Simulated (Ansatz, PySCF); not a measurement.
Process, species as SMILES: C=CCCCCC [hept-1-ene] + 5 C (CH4) → C=C (C2H4) + 5 CC (C2H6)
Geometries: B3LYP-D3(BJ)/def2-TZVP minima from Ansatz (a program for electronic structure), one conformer each, not searched for the lowest. Frequencies are from Ansatz or PySCF.

Property: bond separation energy (enthalpy at 298 K, with B3LYP-D3(BJ) rigid-rotor harmonic-oscillator terms), in eV. Valence correlation only, unless marked. Spin-orbit coupling is left out. Non-relativistic. CBS(X,Y): correlation extrapolated as X^-3; Hartree-Fock from the larger set. [CCSD(T)-MP2]/basis is that difference in the basis named.

RI-MP2/CBS(cc-pVTZ,cc-pVQZ)+[CCSD(T)-MP2]/cc-pVTZ (Ansatz) gives 0.69 eV.

Another calculation gave 0.47 eV. Which level was it?
A. revPBE/def2-TZVPD (Ansatz)
B. B97M-V/def2-TZVPD (Ansatz)
C. wB97X/def2-TZVPD (Ansatz)

A, revPBE/def2-TZVPD (Ansatz). The others give 0.72 (B97M-V), 0.58 (wB97X) eV.
